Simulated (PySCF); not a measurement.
A structure optimised at PBE0-D3(BJ)/def2-SVP, used in a PySCF frequency run:

```
Sn
F 1 1.9244
H 1 1.6967 2 109.35
Cl 1 2.3209 3 113.35 2 117.85
Cl 1 2.3209 3 113.35 2 -117.85
```

Question: Write its SMILES, formula and point group.

Answer: [F][SnH]([Cl])[Cl], Cl₂FHSn, Cs

Question: What are its rotational constants (standard atomic weights)?

Answer: 2.9724, 1.7710, 1.3026 GHz
